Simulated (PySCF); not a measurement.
Compound: C₇H₇OP.
Numbering: `[CH2:1]=[CH:2][c:3]1[o:4][cH:5][p:6][c:7]1[CH:8]=[CH2:9]`

Cartesian coordinates in Å at the GFN2-xTB level; atoms count from 1:
```xyz
16
C7H7OP angstrom
C     -2.555   -1.318   -0.580
C     -1.250   -1.127   -0.401
C     -0.663    0.140   -0.037
O     -1.495    1.184    0.127
C     -0.837    2.295    0.461
P      0.859    2.162    0.605
C      0.672    0.441    0.174
C      1.771   -0.491    0.065
C      3.040   -0.163    0.277
H     -3.261   -0.515   -0.459
H     -2.951   -2.280   -0.852
H     -0.554   -1.943   -0.526
H     -1.453    3.166    0.605
H      1.516   -1.507   -0.205
H      3.317    0.844    0.548
H      3.837   -0.880    0.189
```

NICS = −σ at a ghost point: NICS(0) at the centroid of the ring atoms, NICS(1) 1 Å to either side along the normal of their mean plane, zz for the tensor component along that normal. Level: GIAO PBE0/pcSseg-1 (PySCF, non-relativistic, gas phase) on the GFN2-xTB geometry, one conformer.

Ring bond lengths (Å), with Mayer bond orders in brackets: C3–O4 1.345 (1.02), O4–C5 1.334 (1.09), C5–P6 1.707 (1.56), P6–C7 1.784 (1.12), C7–C3 1.385 (1.41).

Problem. What do the NICS probes read (ppm)?

Solution. 
```json
{"ring": "C3–O4–C5–P6–C7", "type": "5-membered ring with O and P; formal bonds all aromatic", "NICS(0)": "-9.0", "NICS(1), two faces": "-9.3 / -9.3", "NICS(1)zz, two faces": "-20.0 / -20.0", "rms pucker (Å)": "0.00", "centre to ring atoms, mean (Å)": "1.28"}
```

Problem. What can be read from them?

Solution. 
- C3–O4–C5–P6–C7: mean NICS(1)zz -20.0 ppm, shielded.

Problem. How equal are the bonds by HOMA? Use HOMA with the parameters of Krygowski (1993).

Solution. 
- C3–O4–C5–P6–C7: HOMA 0.47; the largest term is that of C3–O4, α(R − Ropt)² = 1.00.

Problem. List the ring angles and the Hirshfeld charges of the ring atoms.

Solution. 
- C3–O4–C5–P6–C7: C3 114.2° (+0.062 e), O4 111.9° (-0.037 e), C5 116.5° (-0.037 e), P6 87.2° (+0.054 e), C7 110.3° (-0.084 e); sum 540.0° against 540° for a flat convex ring.

Problem. What are the shieldings of the ring atoms and their hydrogens in the same run (means over atoms taken as equivalent)?

Solution. 
```json
{"atoms": "C3", "environment": "substituted aromatic carbon", "σ isotropic (ppm)": "24.8"}
{"atoms": "O4", "environment": "furan-type oxygen", "σ isotropic (ppm)": "-2.9"}
{"atoms": "C5", "environment": "aromatic CH next to a ring oxygen", "σ isotropic (ppm)": "-2.1"}
{"atoms": "P6", "environment": "phosphorus bonded to 2 C", "σ isotropic (ppm)": "186.5"}
{"atoms": "C7", "environment": "substituted aromatic carbon", "σ isotropic (ppm)": "38.6"}
{"atoms": "H13", "environment": "aromatic hydrogen", "σ isotropic (ppm)": "22.95"}
```
